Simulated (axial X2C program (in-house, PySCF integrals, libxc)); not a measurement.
**How Eeff and hyperfine constants grow with Z: ²Σ-like states with F**

Calculated with an in-house all-electron X2C program for linear molecules (integrals from PySCF): two-component X2C with atomic mean-field Coulomb and Gaunt terms, Dyall basis sets with cores contracted in-house.

Expectation values of the lowest PBE0 determinant (Ω = 1/2, unpaired electron mainly in an s–p hybrid of the heavier atom) near its minimum. Eeff is the effective electric field on the electron electric dipole moment, Ws the scalar–pseudoscalar constant of the heavier nucleus (per Ω, with Z), A∥/gI the hyperfine factor of the heavier nucleus; magnitudes are given.

Basis sets: Al dyall-v3z, F dyall-av3z, Ga dyall-cv3z, In dyall-cv3z.

```
molecule   Z  R (Å)  s share  Eeff HF (GV/cm)  Eeff PBE0 (GV/cm)  Ws PBE0 (kHz)  A∥/gI PBE0 (MHz)
    AlF⁺  13  1.612     0.55            0.217              0.212          0.151              1860
    GaF⁺  31  1.703     0.51             4.28               3.99           3.41              5010
    InF⁺  49  1.916     0.56             20.1               17.9           20.7              8420
```

(1) With what power of Z do Eeff and A∥/gI grow over this set (PBE0, straight line in log–log)?

Single determinants with collinear spin; operators transformed with the bare-nucleus X2C matrices; values can be off by tens of per cent, and the determinant need not be the ground state.

Answers

(1) Eeff ∝ Z^3.3, A∥/gI ∝ Z^1.1. A simple estimate for Eeff is Z³ times a relativistic enhancement, modulated by the s–p mixing of each molecule. The ratio Eeff/Ws, which depends mainly on the nucleus, runs from 1.4 (AlF⁺) to 0.866 GV/cm per kHz (InF⁺).
